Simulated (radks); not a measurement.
Excited configurations of the fluorine ion F2+: one electron is placed in a higher orbital outside [He] 2s2 2p2. The ground configuration is [He] 2s2 2p3. All-electron calculation, non-relativistic Kohn-Sham, PBEsol, spin-unpolarised, spherical densities, point nucleus. Program: a radial shooting solver on a logarithmic mesh with Libxc functionals. Excitation = E - E(ground); binding = E(ion) - E, where the ion is the core of charge +3; n* = 3/sqrt(2 binding) in atomic units, and the quantum defect is n - n*.

outer orbital  excitation (eV)  binding (eV)     n*  quantum defect  <r> (bohr)
3s                      37.582        22.912  2.312           0.688       2.710
3p                      41.478        19.015  2.538           0.462       2.948
4f                      52.859         7.635  4.005          -0.005       5.990
5p                      54.321         6.173  4.454           0.546       9.797
5d                      55.081         5.413  4.756           0.244       10.54
6d                      56.727         3.767  5.701           0.299       15.65

The Delta-SCF ionisation energy is 60.494 eV (NIST Atomic Spectra Database: 62.708 eV, semi-empirical). Self-interaction in the functional shifts the binding energies and quantum defects, so they are the method's values and not measured ones. Spin polarisation and multiplet splitting are left out, so open shells lie too high by an amount that depends on their filling.

Beside tabulated values, note that spin-unpolarised runs miss the spin-polarisation part of the exchange energy of open shells.
